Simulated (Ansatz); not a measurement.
SnSe2⁻ was relaxed with r2SCAN-D4 (def2-TZVPD) in Ansatz in these states: charge -1 doublet, charge -1 quartet. The geometries follow in no particular order.

In the def2 sets Sn takes a core potential; there is no spin–orbit coupling.

A:

```tsv
atom	x (Å)	y (Å)	z (Å)
Sn1	-0.301	0.366	-0.501
Se2	2.078	-0.048	-0.809
Se3	-1.777	-0.318	1.310
```

B:

```xyz
3

Sn    0.842    0.632    0.447
Se    0.208    0.082   -1.970
Se   -1.050   -0.714    1.523
```

Question: Judge from the bond lengths which geometry belongs to which state (an estimate).

Answer: A is the charge -1 doublet (Sn1–Se2 2.435 Å, Sn1–Se3 2.435 Å); B is the charge -1 quartet (Sn1–Se2 2.559 Å, Sn1–Se3 2.559 Å).

At r2SCAN-D4/def2-TZVPD the highest occupied level of the charge -1 quartet lies above zero (up to 0.89 eV). The electron is either unbound and held by the finite basis, or the level is raised by self-interaction error.
